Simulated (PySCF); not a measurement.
## Correlation energy of Sb³⁸⁺ (antimony, charge +38)

[Ne] 3s2 3p1, 2P determinant. All numbers are calculated (PySCF 2.14, the spin-free X2C one-electron Hamiltonian (Gaussian nucleus), in an even-tempered Gaussian basis (18 s from 6.2 bohr⁻², ratio 2.5; 12 p from 8.1 bohr⁻², ratio 2.5; 4 d from 33 bohr⁻², ratio 2.7; 4 f from 50 bohr⁻², ratio 2.7)). Frozen: 1s2; 11 electrons correlated; the 21 highest virtual orbitals of each spin left out.

MP2 pair energies summed by pair of shells (mhartree):

```
 pair   energy  share (%)
2p-2p  -210.21       44.0
3s-3s   -67.95       14.2
2s-2p   -60.52       12.7
2p-3s   -51.43       10.8
3s-3p   -39.41        8.3
2p-3p   -23.93        5.0
2s-2s   -10.90        2.3
2s-3s    -8.45        1.8
2s-3p    -4.54        1.0
```

Total MP2 correlation energy: -477.34 mhartree.

At this charge the one-electron X2C treatment keeps the bare 1/r₁₂, with no two-electron picture change or Breit term. The effect here is smaller than on the frozen 1s shell; and a scalar Hamiltonian misses the large spin-orbit splitting of the p shells, which matters for ns² → np² pairs.
